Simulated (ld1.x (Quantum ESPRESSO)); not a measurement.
# u(r) = r·R(r): atom against pseudo-atom (Al)

Columns: radius, all-electron u(r) and pseudo u(r) of the 3s shell (level -11.07 eV) of aluminium in the configuration [Ne] 3s2 3p0.5; PBE, non-relativistic, TM scheme, ld1.x (Quantum ESPRESSO) 7.5.

| r (bohr) | all-electron | pseudo |
| --- | --- | --- |
| 0.123 | 0.0829 | 0.0255 |
| 0.245 | -0.1659 | 0.0519 |
| 0.368 | -0.2950 | 0.0811 |
| 0.490 | -0.2893 | 0.1139 |
| 0.613 | -0.2005 | 0.1521 |
| 0.735 | -0.0740 | 0.1964 |
| 0.858 | 0.0642 | 0.2482 |
| 0.980 | 0.1959 | 0.3067 |
| 1.103 | 0.3149 | 0.3715 |
| 1.225 | 0.4156 | 0.4385 |
| 1.348 | 0.4990 | 0.5047 |
| 1.470 | 0.5646 | 0.5643 |
| 1.593 | 0.6150 | 0.6139 |
| 1.715 | 0.6511 | 0.6506 |
| 1.838 | 0.6748 | 0.6747 |
| 1.960 | 0.6872 | 0.6872 |
| 2.083 | 0.6900 | 0.6900 |
| 2.205 | 0.6846 | 0.6846 |
| 2.328 | 0.6724 | 0.6724 |
| 2.450 | 0.6550 | 0.6550 |
| 2.573 | 0.6332 | 0.6332 |
| 2.695 | 0.6084 | 0.6084 |
| 2.818 | 0.5811 | 0.5811 |
| 2.940 | 0.5524 | 0.5524 |
| 3.063 | 0.5227 | 0.5227 |
| 3.185 | 0.4930 | 0.4930 |

Problem. How many radial nodes do the two functions have?

Solution. The all-electron 3s function has n − l − 1 = 2; the pseudo-wave has 0, since the states of the same l below it are removed with the core.

Problem. At about which radius was the pseudo-wave matched?

Solution. 2.05 bohr. The columns agree to 0.0005 from 1.84 bohr on; several derivatives are matched, so the curves merge somewhat inside the radius.

Problem. Is the pseudo-wave norm-conserving?

Solution. Yes: the TM scheme keeps the norm inside the radius equal to the all-electron one, which fixes the energy derivative of the logarithmic derivative at the level.
